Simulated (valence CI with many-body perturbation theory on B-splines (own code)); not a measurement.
Cs XXXV: M1 decay

Level of theory: relativistic CI+MBPT: three valence electrons over a frozen Dirac-Fock core [Ar], a basis of 7 s, 7 p, 8 d, 6 f, 4 g, 1 h functions for each j, with the one-electron correlation potential Σ1, the two-electron term Σ2, the three-electron term Σ3, Breit, model QED; selected CI, second order for the rest, scaled by the run's own slope (own B-spline code, finite nucleus).

The last digits are not significant, and no measured levels were compared; by estimate large intervals hold to a few tenths of a per cent, small ones and those within an open d or f shell to about a per cent. Only levels of the ground parity were solved; by the run's estimate the other parity begins above the list, which can be wrong where configurations are misplaced.

Lines 51 to 67 of 67 in falling wavelength, among levels below 586840 cm⁻¹, chosen from the decays that carry over 1 % of a level's rate. Wavelengths and rates use the calculated energies. S is in atomic units (e²a₀⁴ for E2 and M2, e²a₀⁶ for E3), for M1 in squared Bohr magnetons. Weak lines are less certain than strong ones. Lines between different terms over intervals too small for the method are left out, as are lines whose strength nearly cancels. The highest levels of a list are the least certain.

Levels are named by their leading jj configuration (3d3/2^4 stands for four electrons in 3d with j = 3/2), which in mixed levels can hold well under half, so a name can repeat and another be missing. Letters in brackets count levels of one name in rising energy.

| λ vac (Å) | Upper | Lower | Type | A (s⁻¹) | S (a.u.) |
| --- | --- | --- | --- | --- | --- |
| 379.5 | (3d5/2^3) J=5/2 | (3d3/2 3d5/2^2) J=3/2 [a] | M1 | 5.23e+04 | 6.36e-01 |
| 375.8 | (3d3/2 3d5/2^2) J=5/2 [b] | (3d3/2^2 3d5/2) J=5/2 [a] | M1 | 5.06e+02 | 5.98e-03 |
| 364.3 | (3d5/2^3) J=9/2 | (3d3/2^2 3d5/2) J=7/2 | M1 | 2.61e+03 | 4.67e-02 |
| 359.5 | (3d3/2 3d5/2^2) J=3/2 [b] | (3d3/2^2 3d5/2) J=5/2 [b] | M1 | 2.05e+03 | 1.41e-02 |
| 353.3 | (3d3/2 3d5/2^2) J=7/2 [b] | (3d3/2^2 3d5/2) J=5/2 [a] | M1 | 4.06e+03 | 5.31e-02 |
| 341.8 | (3d5/2^3) J=3/2 | (3d3/2^2 3d5/2) J=3/2 | M1 | 7.18e+03 | 4.25e-02 |
| 332.5 | (3d3/2 3d5/2^2) J=3/2 [a] | (3d3/2^3) J=3/2 | M1 | 4.43e+03 | 2.41e-02 |
| 324.8 | (3d5/2^3) J=5/2 | (3d3/2 3d5/2^2) J=7/2 [a] | M1 | 2.44e+04 | 1.86e-01 |
| 322.8 | (3d5/2^3) J=5/2 | (3d3/2^2 3d5/2) J=5/2 [b] | M1 | 1.82e+04 | 1.37e-01 |
| 317.6 | (3d3/2 3d5/2^2) J=1/2 | (3d3/2^3) J=3/2 | M1 | 1.08e+03 | 2.57e-03 |
| 297.2 | (3d5/2^3) J=3/2 | (3d3/2^2 3d5/2) J=5/2 [a] | M1 | 1.69e+04 | 6.59e-02 |
| 287.9 | (3d3/2 3d5/2^2) J=5/2 [a] | (3d3/2^3) J=3/2 | M1 | 1.87e+03 | 9.94e-03 |
| 273.7 | (3d3/2 3d5/2^2) J=3/2 [b] | (3d3/2^2 3d5/2) J=1/2 | M1 | 2.61e+03 | 7.95e-03 |
| 273.3 | (3d3/2 3d5/2^2) J=5/2 [b] | (3d3/2^3) J=3/2 | M1 | 2.86e+03 | 1.30e-02 |
| 257.0 | (3d3/2 3d5/2^2) J=3/2 [b] | (3d3/2^2 3d5/2) J=3/2 | M1 | 5.51e+03 | 1.39e-02 |
| 238.7 | (3d5/2^3) J=5/2 | (3d3/2^2 3d5/2) J=7/2 | M1 | 3.37e+03 | 1.02e-02 |
| 231.0 | (3d3/2 3d5/2^2) J=3/2 [b] | (3d3/2^2 3d5/2) J=5/2 [a] | M1 | 5.26e+03 | 9.60e-03 |
